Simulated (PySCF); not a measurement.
C₂H₈N₂Si, singlet, geometry from GFN2-xTB. Base run: PySCF with PBE0/6-31G, polarisability.

Input for PySCF:
```python
from pyscf import gto, scf, dft
from pyscf.prop import polarizability

mol = gto.M(
    atom='''
Si    0.37915347    0.33537799   -0.36480297
N     1.21404173   -0.90614986   -1.22283472
N     1.16503675    0.75141319    1.12438901
C    -1.38680365   -0.31450258   -0.18829205
C    -2.13022421   -0.19369430    0.89932881
H     0.44432253    1.55623253   -1.16987100
H     1.02248576   -1.87137463   -1.01066914
H     2.19702578   -0.78205160   -1.39857889
H     1.32103910    0.02594410    1.80728622
H     0.87581198    1.59361999    1.59447809
H    -1.82128433   -0.80942995   -1.04810618
H    -3.14172988   -0.56774343    0.96714026
H    -1.75720160    0.29184929    1.78846180
''',
    basis='6-31g',
    verbose=4,
)

mf = dft.RKS(mol)
mf.xc = 'pbe0'
mf.kernel()
alpha = mf.Polarizability().polarizability()[2, 2]
print('alpha_zz =', alpha)
```

The base run was repeated with changes; each row names its change, and settings that it needs were set with it.

| change | alpha_zz (bohr³) | basis functions | core-seconds (rough) |
|---|---|---|---|
| base | 55.64 | 65 | 20 |
| finite field (a.u.) = 0.05; conv_tol = 1e-11 | 56.73 | 65 | 30 |
| functional = camb3lyp | 54.85 | 65 | 60 |
| basis = 6-31G* | 56.25 | 90 | 40 |
| functional = lda,vwn | 58.14 | 65 | 20 |
| functional = hf | 53.31 | 65 | 2 |
| finite field (a.u.) = 0.02; conv_tol = 1e-11 | 55.79 | 65 | 20 |
| basis = 6-31+G* | 66.39 | 110 | 40 |
| finite field (a.u.) = 0.001; conv_tol = 1e-6 | 55.58 | 65 | 20 |
| basis = STO-3G | 30.55 | 37 | 10 |
| finite field (a.u.) = 0.001; conv_tol = 1e-11 | 55.64 | 65 | 30 |
| finite field (a.u.) = 2e-4; conv_tol = 1e-6 | 55.59 | 65 | 10 |

Finite-field rows take the second difference of the energy in a field along z; a small field with loose convergence shows SCF noise divided by the square of the field, and a large one adds hyperpolarisability.
